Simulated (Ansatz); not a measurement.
Consider the cleavage of the Si–Sn bond: `C[SiH](F)[SnH3]` + `[OH][AlH2]` → `C[SiH](F)[O][AlH2]` + `[SnH4]`.

Gas-phase electronic energies from Ansatz, PBE0-D4/def2-TZVP geometries. CCSD(T)/CBS is the MP2 limit (def2-TZVPP, def2-QZVPP) plus CCSD(T) − MP2 in def2-TZVPP, frozen cores. This one scheme is used for every species. Functionals use def2-TZVPP. B3LYP here is the variant with VWN-RPA as its local correlation; programs differ in this. Elements past krypton have def2 core potentials. For Sn outer-core shells are correlated without core-valence functions, which leaves a few kJ/mol of doubt a bond. One conformer a species, not always the lowest.

```
             level  ΔE (eV)
          B3LYP-D4    -1.29
           ωB97X-V    -1.30
           ωB97M-V    -1.32
            B2PLYP    -1.33
             B3LYP    -1.29
     HF/def2-TZVPP    -1.61
CCSD(T)/def2-TZVPP    -1.34
SCS-MP2/def2-QZVPP    -1.35
```

What does CCSD(T)/CBS give? (Estimate.)

The calculation gave: -1.26 eV. The listed levels differ from it by -0.03, -0.04, -0.06, -0.07, -0.03, -0.35, -0.08, -0.09 eV.

Largest T1 diagnostic among the species: 0.013.

In def2-TZVPP, CCSD(T) changes the Hartree–Fock value by +0.27 eV (the triples alone add +0.04 eV) and MP2 by +0.28 eV. From PBE to PBE0 (25 % exact exchange), in def2-TZVPP and without D4, ΔE moves by −0.11 eV.
